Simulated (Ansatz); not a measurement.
Coupled-cluster run, CH8GeSi2, SMILES `[GeH3][CH]1[SiH2][SiH2]1`.

```yaml
crystal:
  periodic: [false, false, false]
  atoms:
    - {symbol: Ge, position_ang: [-0.782898, 1.326568, -0.900271]}
    - {symbol: C, position_ang: [-0.492941, -0.070023, 0.416734]}
    - {symbol: Si, position_ang: [1.224230, -0.204016, 1.207920]}
    - {symbol: Si, position_ang: [0.277332, -1.700002, -0.168182]}
    - {symbol: H, position_ang: [-2.024974, 1.018198, -1.757606]}
    - {symbol: H, position_ang: [-0.968482, 2.692814, -0.213396]}
    - {symbol: H, position_ang: [0.448755, 1.399510, -1.822018]}
    - {symbol: H, position_ang: [-1.342792, -0.154499, 1.093363]}
    - {symbol: H, position_ang: [1.254391, -0.427323, 2.672652]}
    - {symbol: H, position_ang: [2.226162, 0.791189, 0.757416]}
    - {symbol: H, position_ang: [0.594713, -1.786987, -1.613514]}
    - {symbol: H, position_ang: [-0.336495, -2.940729, 0.361003]}
basis:
  gaussian: {orbitals: def2-TZVPP}
correlation: {method: ccsd_t}
```

```sh
$ ansatz run in.yaml --threads 4 --pin off --events-out ev --progress --plain --max-ram 10444MiB
```

Output of Ansatz, abridged:

```
Functional definition: HF
1596 factors; integrals over basis functions are off by at most 9.7e-4 eV
mean field evaluation 1: about -73351.3247 eV, gradient 3.1e1 eV
mean field evaluation 2: about -73351.6019 eV, gradient 3.1e1 eV
mean field evaluation 4: about -73354.7757 eV, gradient 4.2e0 eV
mean field evaluation 8: about -73354.8501 eV, gradient 1.6e-1 eV
mean field -73354.85019541 eV, -2695.7410229782 hartree, gradient 3.3e-6 eV, S^2 0.000000; 0 other end points of the search recorded, 0 dependent functions left out
20 core orbitals not correlated: weight in the atoms' cores, before any rotation towards them, 1.000 or more for the frozen orbitals, at most 0.000 for the correlated occupied ones
reference -73354.85019541 eV, -2695.7410229782 hartree; 17, 17 occupied and 238, 238 virtual orbitals, 1596 factors
second order -18.61438563 eV of doubles, -0.00000000 eV of singles
cycle   1  -19.30477784 eV  change   -6.9e-1 eV  update   1.1e-1
cycle   2  -19.99150886 eV  change   -6.9e-1 eV  update   3.4e-2
cycle   3  -20.06961349 eV  change   -7.8e-2 eV  update   1.4e-2
cycle   4  -20.06224633 eV  change    7.4e-3 eV  update   3.8e-3
cycle   5  -20.06146391 eV  change    7.8e-4 eV  update   1.3e-3
cycle   6  -20.06098847 eV  change    4.8e-4 eV  update   4.5e-4
cycle   7  -20.06097694 eV  change    1.2e-5 eV  update   1.6e-4
cycle   8  -20.06103365 eV  change   -5.7e-5 eV  update   5.6e-5
cycle   9  -20.06104467 eV  change   -1.1e-5 eV  update   1.8e-5
perturbative correction -0.82216813 eV, -0.0302141215 hartree
Total energy: -73375.73340822 eV, -2696.5084668935 hartree
```

It took 2.3 min on 4 threads of an Intel Xeon Platinum 8488C on a shared host, with 6.9 GiB of host memory at the peak.

The correlation energy is -20.883 eV, 3.9 % of it from (T); the T1 diagnostic reads 0.0125.
